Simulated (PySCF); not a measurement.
**Input and output**

Ta3 (quartet). PySCF 2.14.0, UKS PBE0, Ta def2-SVP with ECP60; non-relativistic Hamiltonian with scalar-relativistic core potentials where named; density fitting; no spin-orbit coupling. Purpose: all atoms moved at random, sigma 0.06 A.

```python
mol = gto.M(atom='''
Ta    -0.03337    -0.07169     2.42200
Ta     0.07106     0.09763    -0.06899
Ta    -0.03769    -0.02594    -2.35301''',
    basis={'Ta': 'def2-SVP'},
    ecp={'Ta': 'def2-SVP'},
    charge=0, spin=3)
mf = dft.UKS(mol, xc='PBE0')
mf.grids.atom_grid = (50, 194)
mf = mf.density_fit()  # fitting sets: Ta def2-universal-JKFIT
mf.conv_tol = 1e-08; mf.max_cycle = 55
mf.kernel(dm0)  # dm0: converged density of the relaxed state
mf.nuc_grad_method().kernel()
```

Run from Python with OMP_NUM_THREADS=2; the lines above give its settings. Where DIIS fails, smearing, a level shift and second-order steps follow.
It took 7.2 s on 2 threads of Intel(R) Xeon(R) Platinum 8259CL CPU @ 2.50GHz (Skylake/Cascade Lake) (shared host), from an already converged density.

(1) Where do the frontier levels lie, over both spins?

(2) What are the Mulliken charges and spins?

(3) What forces act on the atoms (eV/Å)?

(4) How does its energy compare with the relaxed quartet of charge +0 in vacuum?

Open shells may have lower solutions than the one found.

Answers

(1) HOMO -4.69 eV, LUMO -2.34 eV. The state is spin-contaminated.

(2) 
```csv
atom,charge (e),spin (e)
Ta1,0.191,2.993
Ta2,-0.353,-1.776
Ta3,0.162,1.783
```

(3) 
```
Ta  -0.05 -0.06 -0.02
Ta   0.10  0.13  0.03
Ta  -0.05 -0.07 -0.01
```
Forces carry noise of the integration grid, about 0.01 to 0.03 eV/Å.

(4) It lies 0.015 eV lower.
